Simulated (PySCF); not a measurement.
CH₃Cl₃OSi, SMILES O(C)[Si](Cl)(Cl)Cl.

Coordinates come from a PBE-D3(BJ)/def2-SVP optimisation. Other conformers were not sampled.

Two levels are set side by side: TDA-PBE/def2-SVPD (PySCF) and TDA-LC-ωPBE/def2-SVPD (PySCF). Vertical, same geometry. The lowest singlet is HOMO→LUMO 99 % with PBE and HOMO−1→LUMO 55 %, HOMO→LUMO 12 %, HOMO−1→LUMO+2 9 % with the other functional; states are paired by order. Differences are taken from unrounded values.

```tsv
quantity	TDA-LC-ωPBE
lowest singlet excitation (eV)	8.04
lowest triplet excitation (TDA) (eV)	7.45
```

Q: What does TDA-PBE give, and how far is it from TDA-LC-ωPBE? (Estimate from the structure and the level; the computed values follow.)

A: 
| quantity | TDA-PBE | TDA-PBE minus TDA-LC-ωPBE |
|---|---|---|
| lowest singlet excitation (eV) | 5.99 | -2.06 |
| lowest triplet excitation (TDA) (eV) | 5.83 | -1.62 |

Functionals without exact exchange tend to place singlet excitations lower, as here. Differences between two approximate levels are no errors against the true value.

Rough cost on one machine, each run with all the roots and properties that it gave: TDA-LC-ωPBE against TDA-PBE about 4 times.
